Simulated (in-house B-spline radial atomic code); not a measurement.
## How G0W0 and RPA depend on the start: Ag XXXVII (Ag36+)

Configuration [Ne] 3s1, highest spin. Computed with a B-spline radial code for spherical atoms: all electrons, non-relativistic, point nucleus, each spin shell either full or empty, empty states to l = 9 with an (l + 1/2)⁻⁴ tail; G0W0 by contour deformation at full frequency.

Without relativity these are model numbers: it shifts the levels of so heavy an element strongly and can reorder them.

```json
{"start": "Hartree-Fock", "mean-field 3s up (eV)": "-2307.30", "G0W0 (eV)": "-2310.82", "QP weight": "0.991", "RPA correlation (Eh)": "-0.71254"}
{"start": "PBE", "mean-field 3s up (eV)": "-2281.23", "G0W0 (eV)": "-2311.92", "QP weight": "0.982", "RPA correlation (Eh)": "-0.76288"}
{"start": "HSE06", "mean-field 3s up (eV)": "-2287.78", "G0W0 (eV)": "?", "QP weight": "?", "RPA correlation (Eh)": "?"}
{"start": "BHandHLYP", "mean-field 3s up (eV)": "-2295.09", "G0W0 (eV)": "?", "QP weight": "?", "RPA correlation (Eh)": "?"}
```

(1) What G0W0 level, weight and RPA correlation energy follow from the BHandHLYP start?

(2) What G0W0 level, weight and RPA correlation energy follow from the HSE06 start?

(3) How much of the dependence on the start does G0W0 remove?

Results:

(1) G0W0 level -2311.29 eV, weight 0.988, RPA correlation -0.7334 hartree.

(2) G0W0 level -2311.61 eV, weight 0.985, RPA correlation -0.74721 hartree.

(3) The mean-field levels span 26.1 eV and the G0W0 levels 1.1 eV. Against 2371.99 ± 0.07 eV (NIST, semi-empirical) the G0W0 removal energies are off by -61.17 to -60.07 eV, with relativity, Breit and QED terms left out.
